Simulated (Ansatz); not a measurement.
`F[CH](F)[InH2]` + `C=N` → `C=[N][InH2]` + difluoromethane at 600 K and 1 bar (ligand exchange at the In–C bond).

Program: Ansatz. Geometries: PBE0-D4/def2-TZVP. ΔE: electronic, gas phase. CCSD(T)/CBS is the MP2 limit (def2-TZVPP, def2-QZVPP) plus CCSD(T) − MP2 in def2-TZVPP, frozen cores. This one scheme is used for every species. Elements past krypton have def2 core potentials. For In outer-core shells are correlated without core-valence functions, which leaves a few kJ/mol of doubt a bond.

| species | CCSD(T)/CBS energy (Eh) | H − E (kJ/mol) | S (J/(mol·K)) |
| --- | --- | --- | --- |
| `F[CH](F)[InH2]` | -429.19417 | 135.9 | 416.2 |
| `C=N` | -94.52360 | 129.6 | 259.4 |
| `C=[N][InH2]` | -284.90922 | 151.3 | 375.4 |
| `FCF` | -238.82660 | 113.4 | 283.4 |

H − E and S are ideal-gas, rigid-rotor, harmonic terms from PBE0-D4/def2-TZVP. 1 Eh = 2625.50 kJ/mol, R = 8.31446 J/(mol·K).

Q: By hand: ΔE, ΔH, ΔS and ΔG.

A: ΔE = (-284.90922) + (-238.82660) − (-429.19417) − (-94.52360) = -0.01805 Eh = -47.4 kJ/mol. Δ(H − E) = 151.3 + 113.4 − 135.9 − 129.6 = -0.8, so ΔH = -48.2 kJ/mol. ΔS = 375.4 + 283.4 − 416.2 − 259.4 = -16.8 J/(mol·K). ΔG = -48.2 − 600 × (-16.8)/1000 = -38.1 kJ/mol.

Q: By hand: the equilibrium constant, and the temperature at which ΔG would vanish if ΔH and ΔS stayed fixed.

A: log₁₀ K = −ΔG/(RT ln 10) = 3.3. ΔG = 0 at ΔH/ΔS = 2869 K, far beyond where these terms or the molecules hold.

ΔH outweighs TΔS. A doubt of 5 kJ/mol in ΔE shifts log₁₀ K by 0.4 here. Modes under 60 cm⁻¹, often nearly free rotors, make the harmonic entropy too high. These are equilibria of isolated gas molecules and say nothing of rates. Largest T1 diagnostic: 0.015 (customary marks: 0.02 for closed shells, 0.045 for open ones).
